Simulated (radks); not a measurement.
The numbers below are computed, except where a source is named.
Problem. The carbon ion C4+, [He]. Code: a radial shooting solver on a logarithmic mesh with Libxc functionals. Model: non-relativistic Kohn-Sham, r2SCAN, spin-polarised, spherical densities, point nucleus; meta-GGA in the generalised Kohn-Sham scheme. Every spin shell is full or empty, so the densities are truly spherical. Functionals are evaluated on that one density, not self-consistently. Rank these orbital-free kinetic functionals by their error against the exact value of the orbitals, and give that value: Thomas-Fermi, von Weizsacker, LC94, APBEK, revAPBEK, Thakkar, PG1, DePristo-Kress.

Solution. Exact: 32.3682 hartree. From best to worst, with 100 (|E| - |E exact|)/|E exact| (equal figures are ties): von Weizsacker 0.00, APBEK +1.62, LC94 +1.76, Thakkar +1.98, DePristo-Kress +2.32, revAPBEK +2.51, Thomas-Fermi -8.89, PG1 +54.45.
